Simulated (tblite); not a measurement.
Species: C6H11Si (doublet state).
Cartesian coordinates in Å at the GFN2-xTB level; atoms count from 1:
```
atom  x, y, z in Å
Si1   -2.9773    0.2401    0.2868
C2    -1.3685    0.8113   -0.5425
C3    -0.2437   -0.1994   -0.3684
C4     0.3222   -0.2795    1.0678
C5     1.6620    0.2300    0.5540
C6     2.1752   -0.7052   -0.4953
C7     1.1209    0.2968   -0.8495
H8    -2.9138    0.1919    1.7424
H9    -3.5001   -0.9931   -0.2899
H10   -1.5332    0.9663   -1.6117
H11   -1.0440    1.7712   -0.1347
H12   -0.5395   -1.1629   -0.7959
H13    0.3453   -1.2706    1.5222
H14   -0.1675    0.4137    1.7486
H15    2.3010    0.9170    1.0850
H16    1.9226   -1.7552   -0.4466
H17    3.1698   -0.5106   -0.8700
H18    1.2599    1.0447   -1.6140
```

Level: GFN2-xTB in tblite, geometry and Hessian alike; calculated harmonic values, unscaled, isolated species. This tight-binding method is rough: wavenumbers can miss measured ones by several per cent, in bad cases by 10 to 20. Modes of hydrogen on silicon can be 10 to 20 % off. One conformer, not necessarily the lowest. Open shells enter through the occupations alone, without spin polarisation, and single modes of such species can be off by tens of per cent.

Harmonic wavenumbers (cm⁻¹): 77.8, 117.0, 132.4, 200.7, 302.2, 413.7, 437.3, 489.4, 534.9, 715.5, 753.1, 774.8, 791.5, 843.1, 867.1, 916.1, 929.8, 962.6, 996.1, 1011.3, 1026.6, 1043.2, 1071.2, 1083.2, 1111.1, 1127.1, 1189.1, 1199.1, 1210.0, 1234.0, 1258.8, 1266.3, 1331.1, 1373.1, 1467.9, 1477.7, 1486.8, 2289.8, 2302.1, 2917.9, 2956.0, 2973.0, 2975.4, 3011.5, 3063.3, 3075.9, 3079.7, 3094.8.

A = 6480, B = 1148, C = 1079 MHz; mass 111.063 u (most abundant isotopes); point group C1, symmetry number 1; spin multiplicity 2.

Problem. What is the zero-point energy?

Solution. ½Σν̃ = 32481 cm⁻¹ = 92.87 kcal/mol.

Problem. Give the ideal-gas entropy at 200 K and 1 bar in the rigid-rotor, harmonic-oscillator model (classical rotation).

Solution. Translation 38.07, rotation 26.89, vibration 11.63, spin (R ln 2) 1.38: S = 78.0 cal/(mol K).

Problem. And Cp and H(200 K) − H(0)?

Solution. Cp = 22.30 cal/(mol K), of which vibrations give 14.35 (their classical limit is 48 R = 95.4); H(200 K) − H(0) = 2.94 kcal/mol without the zero-point energy, 1.35 from vibrations.

Problem. Blend soft modes into free rotors: weight 1/[1 + (100 cm⁻¹/ν̃)⁴] for the oscillator and the rest for a rotor with moment μB/(μ + B), μ = h/(8π²ν), B = 10⁻⁴⁴ kg m². What vibrational entropy results?

Solution. 11.30 cal/(mol K) in place of 11.63, which changes −T·S at 200 K by +0.07 kcal/mol.

Problem. Which modes carry the vibrational entropy at 200 K?

Solution. 77.8 cm⁻¹: 3.17; 117.0 cm⁻¹: 2.39; 132.4 cm⁻¹: 2.16; 200.7 cm⁻¹: 1.42; 302.2 cm⁻¹: 0.79; 413.7 cm⁻¹: 0.42 cal/(mol K); the other 42 give 1.28 together.

Problem. What must be added to the electronic energy to get the Gibbs energy at 200 K and 1 bar?

Solution. ZPE + [H(200 K) − H(0)] − T·S = 92.87 + 2.94 − 15.59 = 80.22 kcal/mol.

Hindered rotation and anharmonicity are outside this model. Other conformers, if any are populated, would add a mixing term that is left out. The structure is chiral; the term R ln 2 for an equal mix with its mirror image is left out.
